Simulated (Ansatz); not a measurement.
Relaxation of H4OS2Si (8 atoms, charge 0, multiplicity 1), to a largest force component of 0.015 eV/Å in at most 40 steps.

Level of theory: RKS BHLYP/def2-SVP (Ansatz 0.2.0).

```xyz
8
Properties=species:S:1:pos:R:3
O -1.678 1.582 -0.147
S -0.800 0.908 -1.381
S -2.138 0.713 -2.906
Si -2.033 2.729 -3.709
H -1.631 2.545 -0.180
H -2.324 3.628 -2.603
H -3.054 2.707 -4.741
H -0.674 2.886 -4.209
```

**Question.** Where does it end, and by what steps?

**Answer.** It converged. After 6 steps the energy has fallen by 0.093 eV; H5 moved furthest, 0.14 Å.

| step | energy less start (eV) | largest force component (eV/Å) | accepted |
| --- | --- | --- | --- |
| 0 | 0.0000 | 1.121 | yes |
| 1 | -0.0645 | 0.265 | yes |
| 2 | -0.0891 | 0.203 | yes |
| 3 | -0.0905 | 0.247 | yes |
| 4 | -0.0826 | 0.519 | no |
| 5 | -0.0925 | 0.076 | yes |
| 6 | -0.0927 | 0.011 | yes |

```xyz
8
Properties=species:S:1:pos:R:3
O -1.635 1.506 -0.051
S -0.758 0.963 -1.339
S -2.163 0.715 -2.856
Si -2.028 2.685 -3.735
H -1.703 2.460 -0.096
H -2.290 3.705 -2.695
H -3.066 2.753 -4.786
H -0.690 2.910 -4.319
```

Whether the end is a true minimum wasn't checked by a vibrational analysis.

The run took 87 s on 1 thread of Intel(R) Xeon(R) Processor @ 2.50GHz (Skylake/Cascade Lake), on a shared host, peak memory 0.19 GiB.
